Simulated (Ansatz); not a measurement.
`COC(=N)Br` + HI → `N=C(Br)I` + CH₃OH at 500 K and 1 bar (substitution at a C–O bond).

Gas-phase electronic energies from Ansatz, PBE0-D4/def2-TZVP geometries. CBS: MP2 limit from def2 TZ/QZ plus the TZ coupled-cluster correction, frozen cores. This one scheme is used for every species. Elements past krypton have def2 core potentials. For Br, I outer-core shells are correlated without core-valence functions, which leaves a few kJ/mol of doubt a bond. Scalar relativity is left out up to krypton. One conformer a species, not always the lowest.

```
    species  CCSD(T)/CBS energy (Eh)  H − E (kJ/mol)  S (J/(mol·K))
`COC(=N)Br`              -2781.67153           207.0          377.0
         HI               -298.03592            28.6          221.6
 `N=C(Br)I`              -2964.08349            85.0          361.0
      CH₃OH               -115.61712           157.0          265.4
```

H − E and S are ideal-gas, rigid-rotor, harmonic terms from PBE0-D4/def2-TZVP, for one conformer and one mirror image of each species. 1 Eh = 2625.50 kJ/mol, R = 8.31446 J/(mol·K).

Problem. By hand: ΔE, ΔH, ΔS and ΔG.

Solution. ΔE = (-2964.08349) + (-115.61712) − (-2781.67153) − (-298.03592) = 0.00684 Eh = 18.0 kJ/mol. Δ(H − E) = 85.0 + 157.0 − 207.0 − 28.6 = 6.4, so ΔH = 24.4 kJ/mol. ΔS = 361.0 + 265.4 − 377.0 − 221.6 = 27.8 J/(mol·K). ΔG = 24.4 − 500 × (27.8)/1000 = 10.5 kJ/mol.

Problem. By hand: the equilibrium constant, and the temperature at which ΔG would vanish if ΔH and ΔS stayed fixed.

Solution. log₁₀ K = −ΔG/(RT ln 10) = -1.1. ΔG = 0 at ΔH/ΔS = 878 K.

TΔS isn't small against ΔH here. A doubt of 5 kJ/mol in ΔE shifts log₁₀ K by 0.5 here. Other conformers and mirror images would add mixing entropy, several J/(mol·K) or more a flexible species. These are equilibria of isolated gas molecules and say nothing of rates. Largest T1 diagnostic: 0.011 (customary marks: 0.02 for closed shells, 0.045 for open ones).
